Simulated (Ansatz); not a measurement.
Cost and result for the atomization energy of C2H4AlBO (`BC#C[O][AlH2]`) (9 atoms, 8 bonds).

Cartesian coordinates in Å:
```
B 1.523 2.158 0.095
C 0.583 1.029 0.311
C -0.187 0.104 0.486
O -1.000 -0.854 0.696
Al -1.451 -2.208 -0.294
H 2.166 2.228 -0.913
H 1.647 3.011 0.927
H -2.497 -3.144 0.404
H -0.784 -2.323 -1.712
```

Charge 0, multiplicity 1. The structure was optimised at the PBE0-D4/def2-TZVP level. Program: Ansatz. All runs use 2 threads of an Arm Neoverse V1 on a shared host. Times are those of one run each, without the atoms' runs, and a repeat can differ threefold. Electronic energies, without spin–orbit coupling; frozen cores. CCSD(T)/CBS adds CCSD(T) − MP2 in def2-TZVPP to the MP2 limit, and its time is that of the two runs behind it. T1 = 0.015. B3LYP takes the VWN-RPA correlation (the form of Gaussian; ORCA's B3LYP/G). HSE06 is the plane-wave form, built on full-range PBE exchange.

CCSD(T)/CBS is a level of theory with its own doubt, some kJ/mol a heavy atom from the limit and from the frozen cores, so smaller differences don't rank the functionals.

```json
{"level": "LDA (SPW92)/def2-TZVPP", "functions": "222", "wall time": "1.6 s"}
{"level": "revPBE-D4/def2-TZVPP", "functions": "222", "wall time": "2.6 s"}
{"level": "PBE-D4/def2-TZVPP (with forces)", "functions": "222", "wall time": "3.3 s"}
{"level": "PBE0-D4/def2-TZVPP", "functions": "222", "wall time": "3.6 s"}
{"level": "BHLYP-D4/def2-TZVPP", "functions": "222", "wall time": "3.7 s"}
{"level": "HSE06-D4/def2-TZVPP", "functions": "222", "wall time": "3.9 s"}
{"level": "CCSD(T)/def2-SVP", "functions": "94", "wall time": "4 s"}
{"level": "B3LYP-D4/def2-TZVPP (with forces)", "functions": "222", "wall time": "6 s"}
{"level": "r2SCANh-D4/def2-TZVPP", "functions": "222", "wall time": "6 s"}
{"level": "ωB97X-V/def2-TZVPP", "functions": "222", "wall time": "11 s"}
{"level": "MP2/def2-QZVPP", "functions": "418", "wall time": "23 s"}
{"level": "CCSD(T)/def2-TZVPP", "functions": "222", "wall time": "98 s"}
{"level": "CCSD(T)/CBS(def2)", "functions": "–", "wall time": "2 min"}
```

(1) What atomization energy does each give, and how far from CCSD(T)/CBS? (An estimate is asked.)

Results:

(1) Ansatz gave: 
```tsv
level	atomization (kcal/mol)	difference from CCSD(T)/CBS	per bond
LDA (SPW92)/def2-TZVPP	946.1	125.3	15.7
revPBE-D4/def2-TZVPP	822.7	1.9	0.2
PBE-D4/def2-TZVPP (with forces)	845.6	24.8	3.1
PBE0-D4/def2-TZVPP	826.1	5.3	0.7
BHLYP-D4/def2-TZVPP	799.1	-21.7	-2.7
HSE06-D4/def2-TZVPP	826.9	6.1	0.8
CCSD(T)/def2-SVP	783.3	-37.5	-4.7
B3LYP-D4/def2-TZVPP (with forces)	827.1	6.3	0.8
r2SCANh-D4/def2-TZVPP	824.3	3.5	0.4
ωB97X-V/def2-TZVPP	824.3	3.5	0.4
MP2/def2-QZVPP	837.2	16.4	2.1
CCSD(T)/def2-TZVPP	799.4	-21.4	-2.7
CCSD(T)/CBS(def2)	820.8	0.0	0.0
```

From r2SCAN to r2SCAN0 (25 % exact exchange), in def2-TZVPP and without D4, the atomization energy moves by −17.9 kcal/mol: exact exchange takes away binding that semilocal exchange gives to molecules. The D4 term adds +5.8 kcal/mol with B3LYP and +3.1 kcal/mol with PBE0; it sums over pairs of atoms, weighted by their polarisabilities, and B3LYP, whose exchange is more repulsive, gets the larger term. At CCSD(T), def2-SVP lies −37.5 kcal/mol from the extrapolated value and def2-TZVPP −21.5 kcal/mol: correlation converges slowly with the basis, and small sets miss more of it in the bonded molecule than in its fragments.
